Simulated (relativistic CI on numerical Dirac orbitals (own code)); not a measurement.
Calculated at this level of theory: Dirac-Coulomb-Breit CI, KLI orbitals optimised for each configuration, model QED, unscaled Slater integrals (own radial code, finite nucleus).

The strongest absorption lines from the ground level of an ion, among the configurations computed and to levels below about 9360 eV (vacuum wavelength in Å, gf): 1.6176 (0.35), 1.6476 (1.1), 1.6652 (0.42), 1.7313 (0.04), 12.644 (0.21).

**Question.** Which ion is it?
A. Ta LXVIII
B. Eu LVIII
C. Ce LIII
D. Eu LVI

**Answer.** B. Eu LVIII has 6 electrons and the ground level 2s²2p² ³P0; the strongest line goes to 2s²2p3d ³D°1. The pattern of lines fixes the number of electrons, and along that sequence the line energies rise steadily with the charge (about as its square where n changes within one kind of shell, about linearly where n is kept but much faster in heavy ions where fine structure, which grows about as Z⁴, sets the gap, and irregularly where shells cross), which fixes Z. Configurations outside the model, such as inner-shell arrays, can give stronger lines. At this charge energies of transitions that change n are usually good to better than 1 %, and those within a shell (Δn = 0) to a few per cent.

LS names give the leading component of a level, which can be under half, so a name can repeat, a term be missing and a line seem to break the LS rules.
